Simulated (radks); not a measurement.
The numbers below are computed, except where a source is named.
These are the eigenvalues of the occupied orbitals of an atom or ion with whole-number occupations (eV). Code: a radial shooting solver on a logarithmic mesh with Libxc functionals. Model: Dirac Kohn-Sham, LDA (Slater exchange, Perdew-Wang correlation), spin-unpolarised, spherical densities, point nucleus.

1s1/2: -59199.72
2s1/2: -10011.08
2p1/2: -9546.392
2p3/2: -8567.293
3s1/2: -2275.802
3p1/2: -2070.998
3p3/2: -1864.347
3d3/2: -1513.881
3d5/2: -1468.685
4s1/2: -474.8580
4p1/2: -392.5151
4p3/2: -345.5536
4d3/2: -209.8275
4d5/2: -201.2631
5s1/2: -84.0047
5p1/2: -60.9812
5p3/2: -54.6577
4f5/2: -36.6891
4f7/2: -35.4132

Which element is it, and in what charge state? The configuration may be excited. Open shells, if any, fill j = l - 1/2 first.

Answer. Z = 69, thulium, charge +3: Tm3+ in [Xe] 4f12. The list shows which subshells hold electrons but not how many an open one holds; the 1s level, -2175.5 hartree, gives Z - s = 66.0 by -(Z - s)^2/2, which with screening and relativity narrows Z to a few neighbours, and the depths of the outer levels then fix element, charge and occupations together.
